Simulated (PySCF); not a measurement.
Species: C5H9ClO.
Structure used (GFN2-xTB), in Å, numbered top down from 1:
```
atom  x, y, z in Å
C1    -2.0060    0.9416   -0.3076
C2    -0.5638    0.9792    0.0670
C3     0.2683   -0.0547    0.1445
C4     1.7052    0.1097    0.5808
O5     2.6180   -0.3297   -0.4041
C6    -0.1055   -1.4661   -0.1761
Cl7   -0.8921   -2.2367    1.2484
H8    -2.5889    1.4697    0.4452
H9    -2.1576    1.4548   -1.2576
H10   -2.3848   -0.0718   -0.3866
H11   -0.1855    1.9652    0.3080
H12    1.9033    1.1539    0.8566
H13    1.8990   -0.5246    1.4513
H14    2.5092    0.2145   -1.1916
H15   -0.8137   -1.5432   -0.9990
H16    0.7873   -2.0530   -0.3906
```

PySCF, density fitting, gas phase, GFN2-xTB geometry. The standard run uses grid level 2 after a coarse-grid start, the def2-universal JK fitting basis (with tight functions added where the orbital basis needs them), an energy threshold of 1e-9 Eh and DIIS. The changed runs have no coarse-grid stage.

Problem. Standard PBE0/pcSseg-1: E = -730.827447 Eh, HOMO -7.376 eV, LUMO -0.454 eV, dipole 3.177 D, 14 cycles (coarse-grid cycles included). What changes at PBE0/pcSseg-1 with: energy threshold 1e-11 Eh?

Solution. E = -730.827447 Eh (0.000 mEh), HOMO -7.376 eV (0.000), LUMO -0.454 eV (0.000), dipole 3.176 D (-0.001), 12 SCF cycles. The result matches the standard run within 0.02 mEh and 0.003 eV; such settings steer the iterations and don't enter the energy expression.

The cycles:
```
cycle   1  E = -730.7449180092  dE =  7.728e-01  |g| = 6.426e-01  |ddm| = 3.508e+00
cycle   2  E = -730.6908901028  dE =  5.403e-02  |g| = 8.627e-01  |ddm| = 1.206e+00
cycle   3  E = -730.8256980160  dE = -1.348e-01  |g| = 8.897e-02  |ddm| = 7.390e-01
cycle   4  E = -730.8272169260  dE = -1.519e-03  |g| = 3.088e-02  |ddm| = 1.092e-01
cycle   5  E = -730.8274323615  dE = -2.154e-04  |g| = 7.798e-03  |ddm| = 3.625e-02
cycle   6  E = -730.8274428071  dE = -1.045e-05  |g| = 3.994e-03  |ddm| = 1.014e-02
cycle   7  E = -730.8274464944  dE = -3.687e-06  |g| = 9.279e-04  |ddm| = 3.902e-03
cycle   8  E = -730.8274467045  dE = -2.101e-07  |g| = 1.556e-04  |ddm| = 1.052e-03
cycle   9  E = -730.8274467102  dE = -5.711e-09  |g| = 4.121e-05  |ddm| = 1.956e-04
cycle  10  E = -730.8274467106  dE = -3.918e-10  |g| = 1.147e-05  |ddm| = 4.579e-05
cycle  11  E = -730.8274467106  dE = -3.115e-11  |g| = 3.231e-06  |ddm| = 1.426e-05
cycle  12  E = -730.8274467106  dE =  1.364e-12  |g| = 2.254e-06  |ddm| = 4.229e-06
```
